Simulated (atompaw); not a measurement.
**Before and after: PAW (atompaw) potential for Ti (Z = 22)**

titanium, PAW, made with atompaw 4.2.0.5 (PBEsol, scalar-relativistic). Core [Ar], reference 3d2 4s0 4p0 (charge +2). Waves: 4s (bound, empty): rc 2.80 bohr; 4s channel at 2.9 Ry: rc 2.65 bohr; 4p (bound, empty): rc 2.80 bohr; 4p channel at -0.3 Ry: rc 2.80 bohr; 3d (bound): rc 1.20 bohr; 3d channel at 0.35 Ry: rc 2.80 bohr. Local part: troulliermartins scheme with l = 3 at -0.5 Ry, radius 2.50 bohr. Core correction: smooth core density matched at 1.60 bohr. Augmentation charge: sinc compensation charge, radius 2.05 bohr; PAW radius 2.80 bohr; waves and projectors: custom rrkj vanderbiltortho.

All-electron outer shells of the reference configuration (PBEsol, scalar-relativistic, ld1.x):

```json
{"shell": "3p", "level (eV)": "-54.64", "outermost node (bohr)": "0.37", "outermost maximum (bohr)": "0.90"}
{"shell": "3d", "level (eV)": "-19.62", "outermost node (bohr)": "–", "outermost maximum (bohr)": "0.97"}
{"shell": "4s", "level (eV)": "-16.65", "outermost node (bohr)": "1.23", "outermost maximum (bohr)": "2.58"}
{"shell": "4p", "level (eV)": "-12.19", "outermost node (bohr)": "1.35", "outermost maximum (bohr)": "3.07"}
```

Change: all radii scaled by about 1.21 (s 3.38, p 3.38, d 1.46 bohr); local potential troulliermartins scheme with l = 3 at -0.5 Ry, radius 3.02 bohr; augmentation sinc compensation charge, radius 2.48 bohr; PAW radius 3.38 bohr; waves and projectors: custom rrkj vanderbiltortho; core correction smooth core density matched at 1.94 bohr.

Cutoffs: the cutoffs (Ry, on a coarse ladder) from which the occupation-weighted sum of valence levels, in a spherical-Bessel basis at the reference potential, stays within 10 and 1 mRy of its value at 400 Ry; they do not see the model core or the augmentation charge, which bear on the density cutoff.

Question: What does the change do?

Answer: The potential gets softer (70 Ry and 100 Ry → 45 Ry and 70 Ry); neither file shows a bound ghost. A larger radius leaves more room for a smooth pseudo-wave, so fewer plane waves are needed.

```
                            quantity                    base                 changed
                       cutoff, loose                   70 Ry                   45 Ry
                       cutoff, tight                  100 Ry                   70 Ry
                        bound ghosts                    none                    none
lowest overlap eigenvalue by channel  s 0.66, p 0.58, d 0.54  s 0.05, p 0.58, d 0.56
```

 The cutoffs see the waves, projectors and local potential, not the compensation charge or the core.
